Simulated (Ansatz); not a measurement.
Reaction (silylene formation by 1,1-elimination): `O[SiH2]O[SiH2]Cl` → `O[SiH2]O` + `[SiH]Cl`

Program: Ansatz. Geometries: PBE0-D4/def2-TZVP. ΔE: electronic, gas phase. CCSD(T)/CBS adds triple-zeta CCSD(T) − MP2 to the extrapolated MP2 energy (def2 sets, frozen cores). This one scheme is used for every species. DFT in def2-TZVPP. HSE06 is defined as in plane-wave codes. Each species was taken in one conformer, which may not be the lowest.

```json
{"level": "BLYP-D4", "ΔE (kJ/mol)": "292.8"}
{"level": "HSE06-D4", "ΔE (kJ/mol)": "315.4"}
{"level": "PBE-QIDH", "ΔE (kJ/mol)": "329.4"}
{"level": "BHLYP", "ΔE (kJ/mol)": "317.3"}
{"level": "CCSD(T)/def2-SVP", "ΔE (kJ/mol)": "299.5"}
{"level": "HF/def2-QZVPP", "ΔE (kJ/mol)": "322.9"}
{"level": "HF/CBS(def2)", "ΔE (kJ/mol)": "323.3"}
{"level": "CCSD/CBS(def2)", "ΔE (kJ/mol)": "317.1"}
```

What does CCSD(T)/CBS give? (Best estimate.)

Computed: +317.1 kJ/mol. The listed levels differ from it by -24.3, -1.7, 12.3, 0.2, -17.6, 5.8, 6.2, 0.0 kJ/mol.

Largest T1 diagnostic among the species: 0.013.

The D4 term adds +18.1 kJ/mol with B3LYP and +10.1 kJ/mol with PBE0; it sums over pairs of atoms, weighted by their polarisabilities, and B3LYP, whose exchange is more repulsive, gets the larger term. From BLYP to BHLYP (50 % exact exchange), in def2-TZVPP and without D4, ΔE moves by +47.5 kJ/mol. Leaving LDA and LC-ωPBE aside and taking each functional with its dispersion term where it has one, the values, not all of them listed here, spread over 43.8 kJ/mol, from BLYP-D4 to r2SCAN0-D4. LDA lies +35.9 kJ/mol from PBE without D4.

B3LYP here is the variant with VWN-RPA as its local correlation; programs differ in this.
